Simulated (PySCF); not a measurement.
UHF on F²⁺ (fluorine, charge +2)

Configuration: [He] 2s2 2p2 3d1, one real determinant (an excited configuration). All numbers are calculated (PySCF 2.14, the spin-free X2C one-electron Hamiltonian (Gaussian nucleus), in x2c-QZVPPall with one added diffuse shell each of s, p, d, f type (8s5p4d3f1g, 73 functions)).

```
Total energy                                                  : -95.905700 hartree
One-electron energy                                           : -121.2649 hartree
Hartree (Coulomb) energy                                      : 34.0291 hartree
Exchange energy                                               : -8.6700 hartree
⟨S²⟩                                                          : 3.7526
⟨L²⟩                                                          : 7.997
Sum of ⟨r⟩                                                    : 6.389 bohr
Sum of ⟨r²⟩                                                   : 11.24 bohr²
Traceless quadrupole moment −½Σ⟨3z² − r²⟩ along its main axis : -1.55 e·bohr²
Langevin diamagnetic susceptibility                           : -8.90 ×10⁻⁶ cm³/mol
```

| shell | electrons | mean orbital energy (eV) | rms radius, mean of both spins (bohr) |
| --- | --- | --- | --- |
| 1s α | 1 | -787.09 | 0.203 |
| 1s β | 1 | -783.41 | 0.203 |
| 2s α | 1 | -97.112 | 0.961 |
| 2s β | 1 | -84.816 | 0.961 |
| 2p α | 2 | -76.917 | 0.913 |
| 3d α | 1 | -13.404 | 2.76 |

⟨L²⟩ = 8.00 against 12 for a pure F term, so this real determinant mixes terms. The outer electron is Rydberg-like, and this basis confines it to a smaller radius and binds it less than a complete one would.

Spin-orbit constants ζ (cm⁻¹) from the X2C one-electron operator on these orbitals: bare nucleus, nucleus screened by l(l+1)(2l+1)/3 electrons, and screened by the Breit-Pauli mean field of the electrons.

| shell | bare | screened nucleus | mean field |
| --- | --- | --- | --- |
| 2p | 631.9 | 491.5 | 440.4 |
| 3d | 7.645 | 2.548 | 2.266 |

To first order the Landé constant is A = 49.44 cm⁻¹, so the lowest level has J = 3/2 and lies 0.0368 eV below the centre of the term. This holds in LS coupling only.
